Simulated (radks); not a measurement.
The numbers below are computed, except where a source is named.
Isoelectronic series with 19 electrons, each ion in its NIST ground configuration. Code: a radial shooting solver on a logarithmic mesh with Libxc functionals. Model: scalar-relativistic Kohn-Sham, BLYP, spin-polarised, spherical densities, point nucleus; open shells are filled with parallel spins first (spin-orbit coupling, left out, can overturn this in heavy ions). Total energies (hartree) and mean radii <r> (bohr) (* marks an orbital that is empty in some or all of the ions):

| ion | configuration | E (hartree) | 4s up* | 3p down | 3p up |
|---|---|---|---|---|---|
| K | [Ar] 4s1 | -602.31381 | 4.856 | 1.437 | 1.439 |
| Ca+ | [Ar] 4s1 | -680.34076 | 3.546 | 1.267 | 1.270 |
| Sc2+ | [Ar] 3d1 | -763.59251 | 3.042 | 1.164 | 1.163 |
| Ti3+ | [Ar] 3d1 | -852.08030 | 2.605 | 1.058 | 1.056 |
| V4+ | [Ar] 3d1 | -945.73890 | 2.297 | 0.9700 | 0.9682 |
| Cr5+ | [Ar] 3d1 | -1044.57159 | 2.064 | 0.8959 | 0.8940 |
| Mn6+ | [Ar] 3d1 | -1148.58659 | 1.879 | 0.8326 | 0.8308 |
| Fe7+ | [Ar] 3d1 | -1257.79492 | 1.728 | 0.7779 | 0.7763 |
| Co8+ | [Ar] 3d1 | -1372.20961 | 1.601 | 0.7301 | 0.7286 |
| Ni9+ | [Ar] 3d1 | -1491.84528 | 1.493 | 0.6881 | 0.6866 |
| Cu10+ | [Ar] 3d1 | -1616.71788 | 1.399 | 0.6506 | 0.6493 |
| Zn11+ | [Ar] 3d1 | -1746.84453 | 1.317 | 0.6171 | 0.6160 |
| Ga12+ | [Ar] 3d1 | -1882.24353 | 1.244 | 0.5870 | 0.5859 |
| Ge13+ | [Ar] 3d1 | -2022.93418 | 1.179 | 0.5597 | 0.5586 |
| As14+ | [Ar] 3d1 | -2168.93683 | 1.121 | 0.5348 | 0.5338 |
| Se15+ | [Ar] 3d1 | -2320.27285 | 1.068 | 0.5120 | 0.5112 |
| Br16+ | [Ar] 3d1 | -2476.96459 | 1.020 | 0.4911 | 0.4903 |
| Kr17+ | [Ar] 3d1 | -2639.03540 | 0.9767 | 0.4719 | 0.4712 |
| Rb18+ | [Ar] 3d1 | -2806.50961 | 0.9365 | 0.4541 | 0.4534 |
| Sr19+ | [Ar] 3d1 | -2979.41259 | 0.8996 | 0.4376 | 0.4369 |
